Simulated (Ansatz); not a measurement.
All numbers were calculated with Ansatz.

`[GaH2][SnH3]` at its PBE0-D4/def2-TZVP geometry, where that method's forces vanish. Total charge 0; spin multiplicity 1. Sn takes the def2 core potential.

```json
{"atom": "Ga1", "x (Å)": "-0.889", "y (Å)": "1.187", "z (Å)": "-0.426"}
{"atom": "Sn2", "x (Å)": "0.601", "y (Å)": "-0.839", "z (Å)": "0.304"}
{"atom": "H3", "x (Å)": "-0.779", "y (Å)": "1.758", "z (Å)": "-1.887"}
{"atom": "H4", "x (Å)": "-1.889", "y (Å)": "1.861", "z (Å)": "0.583"}
{"atom": "H5", "x (Å)": "0.046", "y (Å)": "-1.615", "z (Å)": "1.724"}
{"atom": "H6", "x (Å)": "0.709", "y (Å)": "-2.034", "z (Å)": "-0.916"}
{"atom": "H7", "x (Å)": "2.202", "y (Å)": "-0.317", "z (Å)": "0.618"}
```

**Question.** For each bond, give half the difference of the two atoms' forces along it (eV/Å; positive pushes the atoms apart) under PBE-D4, r2SCAN-D4, B3LYP-D4, ωB97M-V in def2-TZVPP. (Estimate.)

**Answer.** The calculation gave: 
```csv
bond,length (Å),PBE-D4,r2SCAN-D4,B3LYP-D4,ωB97M-V
Ga1–Sn2,2.619,-0.07,-0.02,0.07,0.03
Ga1–H3,1.573,0.05,-0.07,-0.03,-0.08
Ga1–H4,1.572,0.05,-0.07,-0.03,-0.08
Sn2–H5,1.710,0.10,0.00,0.03,-0.06
Sn2–H6,1.711,0.11,0.01,0.03,-0.07
Sn2–H7,1.713,0.11,0.01,0.03,-0.07
```

B3LYP here is the variant with VWN-RPA as its local correlation; programs differ in this.
